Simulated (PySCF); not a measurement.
A small calculation by hand: chemical shift, span and skew from a shielding tensor

C3H8Si2, SMILES C=C1C[SiH2][SiH2]1. Atoms are numbered in the order given.

```xyz
13

C     -1.5415     1.7205     0.4271
C     -0.6772     0.8355    -0.0855
C      0.8121     1.0764    -0.3318
Si     1.4335    -0.6552     0.2546
Si    -0.8215    -1.0565    -0.2724
H     -2.5784     1.4504     0.6504
H     -1.2447     2.7529     0.6509
H      1.2171     1.9808     0.1504
H      1.0162     1.1514    -1.4165
H      1.7253    -0.6774     1.7175
H      2.5827    -1.2434    -0.4944
H     -1.7976    -1.7507     0.6163
H     -1.0491    -1.4937    -1.6837
```
Charge 0, spin multiplicity 1.

The structure is a stationary point at B3LYP-D3(BJ)/def2-SVP. The structure was generated by enumeration, and PubChem lists no compound with its InChIKey, so it may never have been made.

GIAO shieldings from PBE0/pcSseg-1 in PySCF, non-relativistic, no solvent. The symmetric part of the tensor of C1 has the principal values -63.2, 71.7, 144.9 ppm. The same nucleus in TMS has σ = 186.3 ppm at this level (PySCF, at its B3LYP-D3(BJ)/def2-TZVP geometry).

**Question.** Work out the isotropic shielding, the ¹³C shift against TMS, the span and the skew.

**Answer.** 
σ(iso) = (σ11 + σ22 + σ33)/3 = 51.1 ppm. δ = σ(ref) − σ(iso) = 186.3 − (51.1) = 135.2 ppm.
Span Ω = σ33 − σ11 = 208.1 ppm. Skew κ = 3(σ(iso) − σ22)/Ω = -0.30. Tumbling in solution averages the tensor to δ; in a static solid the shielding alone would spread this spin-1/2 line over Ω.
